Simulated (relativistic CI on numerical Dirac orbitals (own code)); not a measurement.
Level scheme of Sn XXXIV

These numbers are calculated, not measured: Dirac-Coulomb-Breit CI, orbitals from a KLI potential per configuration, model QED (radiative potential, 1s self-energy scaled to tabulated hydrogen-like ionisation energies), unscaled Slater integrals (own radial code, finite nucleus).

Configurations in the expansion (outside the closed core [Ne]): 3s2.3p5, 3s.3p6, 3s2.3p4.3d, 3s.3p5.3d, 3p6.3d, 3s.3p4.3d2, 3s2.3p3.3d.4p, 3p6.4s, 3s.3p4.3d.4s, 3s2.3p4.4s, 3p6.4p, 3s2.3p4.4p, 3s2.3p4.4d, 3p5.3d.4p, 3s.3p5.4s, 3s2.3p4.4f, 3s.3p5.4p, 3s.3p5.4d, 3s.3p5.4f, 3s2.3p4.5s, 3s2.3p4.5p, 3s2.3p4.5d, 3s2.3p3.4s.4p, 3s2.3p4.5f, 3s2.3p4.5g, 3s.3p4.4s2, 3s.3p5.5s, 3s.3p5.5p, 3s2.3p3.3d2, 3s2.3p2.3d3, 3s.3p3.3d3, 3s2.3p2.3d2.4s, 3s2.3p2.3d2.4p, 3s2.3p2.3d2.4d, 3p5.3d2, 3p4.3d3, 3p4.3d2.4s, 3p4.3d2.4p, 3p4.3d2.4d, 3s2.3p3.3d.4s, 3s.3p3.3d2.4s, 3s2.3p2.3d.4s2, 3s2.3p2.3d.4s.4p, 3s2.3p2.3d.4s.4d, 3p5.3d.4s, 3p4.3d.4s2, 3p4.3d.4s.4p, 3p4.3d.4s.4d, 3s2.3p3.4s2, 3s.3p3.3d.4s2, 3s2.3p2.4s2.4p, 3s2.3p2.4s2.4d, 3s2.3p3.4p2, 3s2.3p2.3d.4p2, 3s.3p3.3d.4p2, 3s2.3p2.4s.4p2, 3s2.3p2.4p3, 3s2.3p2.4p2.4d. Double excitations out of closed p, d and f shells are left out; levels of such configurations are missing from the list, as are those of other unlisted configurations, and high levels can miss mixing partners. These lack a partner that the ground configuration has and come out too high: 3s2.3p4.4f, 3s.3p5.4p, 3s.3p5.4d, 3s.3p5.4f, 3s2.3p4.5s.

The lowest level is 3s2.3p5 2P°_3/2, with 98 % of that term; Hund's rules for 3s2.3p5 give 2P° with J = 3/2, in agreement.

```csv
No.,Configuration,Term,J,E (cm⁻¹),%,Landé g,Lifetime (s),jj configuration (%)
1,3s2.3p5,2P°,3/2,0,98,1.329,,3p3/2^3 (98)
2,3s2.3p5,2P°,1/2,432897,98,0.659,6.88e-07,3p1/2 3p3/2^4 (98)
3,3s2.3p4.3d,4P,1/2,1134441,32,1.919,2.79e-10,3p3/2^2 3d3/2 (69)
4,3s2.3p4.3d,4D,3/2,1135059,44,1.165,1.86e-09,3p3/2^2 3d3/2 (96)
5,3s2.3p4.3d,4D,5/2,1147293,55,1.266,2.52e-07,3p3/2^2 3d3/2 (83)
6,3s2.3p4.3d,4F,7/2,1183077,36,1.212,9.96e-04,3p3/2^2 3d3/2 (80)
7,3s2.3p4.3d,2P,1/2,1197284,48,1.006,1.02e-10,3p3/2^2 3d5/2 (58)
8,3s2.3p4.3d,2F,7/2,1245295,49,1.195,1.22e-04,3p3/2^2 3d5/2 (79)
9,3s2.3p4.3d,4F,9/2,1258969,72,1.268,2.00e-04,3p3/2^2 3d5/2 (98)
10,3s2.3p4.3d,2D,3/2,1265310,53,0.931,1.25e-09,3p3/2^2 3d3/2 (85)
11,3s2.3p4.3d,2D,5/2,1388805,48,1.231,1.10e-09,3p3/2^2 3d5/2 (95)
12,3s2.3p4.3d,4P,1/2,1399390,47,1.999,9.16e-12,3p3/2^2 3d5/2 (33)
13,3s2.3p4.3d,2D,3/2,1408193,37,1.048,1.41e-11,3p3/2^2 3d5/2 (73)
14,3s2.3p4.3d,2F,5/2,1420213,30,1.099,1.16e-11,3p3/2^2 3d5/2 (66)
15,3s2.3p4.3d,4D,1/2,1514540,72,0.289,4.24e-10,3p1/2 3p3/2^3 3d3/2 (93)
16,3s2.3p4.3d,4D,3/2,1564473,35,1.042,2.67e-08,3p1/2 3p3/2^3 3d3/2 (87)
17,3s2.3p4.3d,2F,5/2,1624907,38,1.015,5.84e-11,3p1/2 3p3/2^3 3d3/2 (91)
18,3s2.3p4.3d,2G,7/2,1628256,61,1.000,1.43e-06,3p1/2 3p3/2^3 3d3/2 (95)
19,3s2.3p4.3d,4F,7/2,1651038,35,1.272,8.14e-07,3p1/2 3p3/2^3 3d5/2 (94)
20,3s2.3p4.3d,2P,3/2,1688343,48,1.339,3.00e-10,3p1/2 3p3/2^3 3d5/2 (96)
21,3s2.3p4.3d,2F,5/2,1712964,49,1.137,1.92e-09,3p1/2 3p3/2^3 3d5/2 (95)
22,3s2.3p4.3d,2G,9/2,1715600,72,1.167,1.28e-06,3p1/2 3p3/2^3 3d5/2 (98)
23,3s2.3p4.3d,2D,5/2,1751189,52,1.214,9.94e-11,3p1/2 3p3/2^3 3d5/2 (94)
24,3s2.3p4.3d,2F,7/2,1798106,81,1.140,9.79e-07,3p1/2 3p3/2^3 3d5/2 (96)
25,3s2.3p4.3d,2P,3/2,1811290,66,1.145,2.10e-12,3p1/2 3p3/2^3 3d3/2 (60)
26,3s2.3p4.3d,2S,1/2,1823444,47,1.833,1.16e-12,3p1/2 3p3/2^3 3d3/2 (66)
27,3s2.3p4.3d,2D,5/2,1826985,72,1.137,1.59e-12,3p1/2 3p3/2^3 3d3/2 (80)
28,3s2.3p4.3d,2D,3/2,1909755,73,0.837,3.97e-12,3p1/2 3p3/2^3 3d5/2 (53)
29,3s2.3p4.3d,2P,1/2,1991441,79,0.927,2.07e-12,3p1/2 3p3/2^3 3d5/2 (82)
30,3s2.3p4.3d,2D,5/2,2198372,48,1.178,5.94e-10,3p3/2^4 3d5/2 (94)
31,3s2.3p4.3d,2D,3/2,2235950,67,0.854,1.84e-12,3p3/2^4 3d3/2 (79)
32,3s.3p5.3d,4P°,1/2,2286410,66,2.197,4.59e-11,3s 3p3/2^3 3d3/2 (69)
33,3s.3p5.3d,4P°,3/2,2298003,34,1.378,1.21e-10,3s 3p3/2^3 3d3/2 (40)
34,3s2.3p3.3d2,4D°,1/2,2327327,29,0.364,1.37e-10,3p3/2 3d3/2^2 (71)
35,3s2.3p3.3d2,6F°,5/2,2331268,25,1.126,5.43e-10,3p3/2 3d3/2^2 (70)
36,3s2.3p3.3d2,4F°,3/2,2347442,24,1.092,7.25e-11,3p3/2 3d3/2^2 (53)
37,3s2.3p3.3d2,4F°,7/2,2351218,21,1.186,2.57e-10,3p3/2 3d3/2^2 (54)
38,3s.3p5.3d,4D°,5/2,2366408,21,1.228,5.95e-11,3s 3p3/2^3 3d3/2 (46)
39,3s2.3p3.3d2,2F°,7/2,2393966,22,1.160,5.00e-11,3s 3p3/2^3 3d3/2 (44)
40,3s.3p5.3d,4F°,9/2,2404247,27,1.295,1.40e-10,3p3/2 3d3/2 3d5/2 (59)
41,3s2.3p3.3d2,4D°,3/2,2411235,17,1.275,1.72e-10,3p3/2 3d3/2^2 (41)
42,3s.3p5.3d,4P°,5/2,2444743,21,1.326,4.27e-11,3s 3p3/2^3 3d5/2 (34)
43,3s2.3p3.3d2,4D°,7/2,2446708,26,1.350,1.44e-10,3p3/2 3d3/2 3d5/2 (68)
44,3s2.3p3.3d2,6F°,11/2,2473182,40,1.303,1.39e-09,3p3/2 3d3/2 3d5/2 (53)
45,3s.3p5.3d,4F°,9/2,2485626,57,1.285,1.65e-11,3s 3p3/2^3 3d5/2 (57)
```

Energies count from the lowest computed level; ° marks odd parity; lifetimes are radiative, by E1, M1, E2, M2, E3 decay to levels of this space only. Filled j subshells are mostly left out of the jj labels.

The mean weight of the leading LS term, summed over parents, in these 45 levels is 48 %, and that of the leading jj configuration (from the same eigenvectors) 74 %, so jj coupling describes them better and the LS labels are nominal.

At this charge energies of transitions that change n are usually good to better than 1 %, and those within a shell (Δn = 0) to a few per cent.

LS names give the leading component of a level, which can be under half, so a name can repeat, a term be missing and a line seem to break the LS rules.
